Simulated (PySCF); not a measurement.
In(Cl)(vinyl)2 (C4H6ClIn), SMILES C=[CH][In]([Cl])[CH]=C.

The structure is a stationary point at PBE-D3(BJ)/def2-SVP. The def2 effective core potentials stand for the cores of In; spin–orbit coupling is left out. The values are those of a single conformer.

Method: ωB97X/def2-TZVP in PySCF.

Symmetry labels are those of the subgroup Cs that the program uses (full group Cs).

Question: List the valence orbital energies around the gap with their symmetry. (Estimate from the structure and the level; the computed values follow.)

Answer: 
```tsv
orbital	symmetry	energy (eV)
HOMO−7	A'	-14.12
HOMO−6	A'	-13.07
HOMO−5	A"	-11.06
HOMO−4	A'	-10.95
HOMO−3	A'	-10.83
HOMO−2	A"	-10.64
HOMO−1	A"	-10.49
HOMO	A'	-10.08
LUMO	A"	-0.05
LUMO+1	A'	1.36
LUMO+2	A"	1.82
LUMO+3	A'	2.01
```
